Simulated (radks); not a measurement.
Co, 27 electrons, occupied as [Ne] 3s2 3p5 3d8 4s2 (not the ground configuration). Method: non-relativistic Kohn-Sham, LDA (Slater exchange, VWN5 correlation), spin-polarised, spherical densities, point nucleus; open shells are filled with parallel spins first; computed with a radial shooting solver on a logarithmic mesh with Libxc functionals.

Local quantities along the radius. ELF = 1/(1 + alpha^2) is the electron localisation function; alpha = (tau - tau_W)/tau_unif compares the Pauli kinetic energy density with that of the uniform gas (summed over spins); 4 pi r^2 rho is in e/bohr; r v_xc is r times the local exchange-correlation potential of spin up (hartree bohr).

r (bohr)	ELF	alpha	4 pi r^2 rho	r v_xc
0.004802	1.000	0.01792	2.980	-0.1036
0.005502	1.000	0.01886	3.766	-0.1173
0.006303	1.000	0.01999	4.734	-0.1324
0.007222	1.000	0.02138	5.914	-0.1493
0.00834	0.999	0.02320	7.427	-0.1690
0.009555	0.999	0.02536	9.132	-0.1895
0.01095	0.999	0.02809	11.12	-0.2117
0.01254	0.999	0.03159	13.40	-0.2358
0.01437	0.999	0.03614	15.95	-0.2615
0.01646	0.998	0.04218	18.71	-0.2887
0.01886	0.997	0.05034	21.61	-0.3171
0.02161	0.996	0.06164	24.51	-0.3462
0.02476	0.994	0.07767	27.23	-0.3753
0.02836	0.990	0.1011	29.57	-0.4039
0.03249	0.982	0.1362	31.30	-0.4311
0.03723	0.965	0.1903	32.24	-0.4559
0.04265	0.929	0.2756	32.25	-0.4777
0.04887	0.855	0.4111	31.37	-0.4959
0.05598	0.721	0.6222	29.77	-0.5107
0.06414	0.538	0.9263	27.85	-0.5238
0.07348	0.376	1.288	26.17	-0.5380
0.08419	0.289	1.568	25.29	-0.5579
0.09646	0.284	1.587	25.69	-0.5881
0.1105	0.359	1.336	27.50	-0.6304
0.1266	0.500	0.9999	30.37	-0.6826
0.1462	0.660	0.7179	33.67	-0.7419
0.1675	0.763	0.5567	35.84	-0.7936
0.1919	0.812	0.4815	36.06	-0.8335
0.2199	0.811	0.4830	33.79	-0.8558
0.2519	0.746	0.5842	29.34	-0.8581
0.2886	0.574	0.8607	23.82	-0.8441
0.3307	0.337	1.402	18.80	-0.8262
0.3788	0.204	1.976	15.61	-0.8263
0.434	0.217	1.901	14.79	-0.8628
0.4972	0.367	1.312	15.79	-0.9320
0.5697	0.576	0.8580	17.34	-1.011
0.6527	0.706	0.6452	18.11	-1.077
0.7478	0.749	0.5782	17.34	-1.115
0.8567	0.734	0.6014	15.06	-1.120
0.9815	0.668	0.7053	11.92	-1.092
1.124	0.548	0.9079	8.723	-1.039
1.288	0.396	1.234	6.037	-0.9716
1.476	0.267	1.656	4.095	-0.9021
1.691	0.199	2.005	2.836	-0.8420
1.937	0.193	2.044	2.062	-0.7972
2.22	0.245	1.756	1.567	-0.7656
2.563	0.359	1.335	1.186	-0.7380
2.937	0.499	1.001	0.8853	-0.7085
3.365	0.628	0.7703	0.6220	-0.6694
3.855	0.718	0.6259	0.4010	-0.6177
4.416	0.770	0.5464	0.2325	-0.5533
5.06	0.788	0.5189	0.1189	-0.4781
5.797	0.773	0.5419	0.05268	-0.3961
6.641	0.716	0.6292	0.01983	-0.3125
7.609	0.598	0.8206	0.006223	-0.2328
8.717	0.404	1.215	0.001594	-0.1622
9.987	0.190	2.066	0.0003258	-0.1045

On this mesh the ELF has minima near r = 0.096, 0.38, 1.9 bohr, which separate the shells, and maxima near 0.19 (0.81), 0.75 (0.75), 5.1 (0.79).
